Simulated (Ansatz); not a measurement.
Consider the redistribution: `C[Se][Ti]([F])([N](C)C)[N](C)C` + `N[SiH](O)F` → `C[Se][SiH](O)F` + `C[N](C)[Ti]([NH2])([F])[N](C)C`.

Program: Ansatz. Geometries: PBE0-D4/def2-TZVP. ΔE: electronic, gas phase. CBS: MP2 limit from def2 TZ/QZ plus the TZ coupled-cluster correction, frozen cores. This one scheme is used for every species. Functionals use def2-TZVPP. For Se, Ti outer-core shells are correlated without core-valence functions, which leaves a few kJ/mol of doubt a bond. Scalar relativity is left out up to krypton. One conformer a species, not always the lowest.

```json
{"level": "PBE0-D4", "ΔE (eV)": "0.57"}
{"level": "r2SCAN", "ΔE (eV)": "0.59"}
{"level": "MP2/def2-TZVPP", "ΔE (eV)": "0.80"}
{"level": "SCS-MP2/def2-TZVPP", "ΔE (eV)": "0.74"}
```

Task: What does CCSD(T)/CBS give? (An estimate is asked.)

Result: Computed: +0.66 eV. The listed levels differ from it by -0.09, -0.07, 0.14, 0.08 eV.

Largest T1 diagnostic among the species: 0.022, so the coupled-cluster value is less sure than usual.

From PBE to PBE0 (25 % exact exchange), in def2-TZVPP and without D4, ΔE moves by +0.04 eV. In def2-TZVPP, CCSD(T) changes the Hartree–Fock value by +0.11 eV (the triples alone add +0.06 eV) and MP2 by +0.24 eV.
